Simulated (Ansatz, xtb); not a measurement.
Ranking isomers of C5H7BS

3 gas-phase structures of C5H7BS, from a drawn sample of its isomers (lower ones may exist). Each was relaxed with GFN2-xTB; where two conformers were screened, the lower at r2SCAN-D4/def2-SVP is listed:

A. `CBc1cccs1`, a singlet
B. `Bc1cc(C)cs1`, a singlet
C. `BCc1ccsc1`, a singlet

Task: Which do you expect lowest at r2SCAN-D4/def2-SVP, and how would the others follow?

Result: Calculated order at r2SCAN-D4/def2-SVP: A (0.0), B (8.5), C (21.6) kcal/mol.

Energies above the lowest of each column, in kcal/mol; the last columns are at PBE0-D3(BJ)/def2-SVP geometries and were run for some of them only (a dash: not run or not comparable):

```
structure  GFN2-xTB  HF/STO-3G  r2SCAN-D4/def2-SVP  PBE0-D3(BJ)/def2-SVP  CCSD(T)/def2-SVP + ΔMP2/def2-TZVPP
        A       6.2        0.0                 0.0                   0.0                                 0.0
        B       0.0        5.9                 8.5                   8.9                                 8.6
        C       9.2       19.5                21.6                     –                                   –
```

CCSD(T)/def2-SVP + ΔMP2/def2-TZVPP puts A lowest of those it was run on; GFN2-xTB picks B. Some further structures that were screened fall inside this span and aren't listed. Flexible structures stand in one conformer each, not always the lowest. Frequencies (GFN2-xTB) were run for A, B alone. ΔMP2 is the change of the MP2 energy from the smaller to the larger basis.

Programs: Ansatz 0.2.0, xtb 6.7.1.
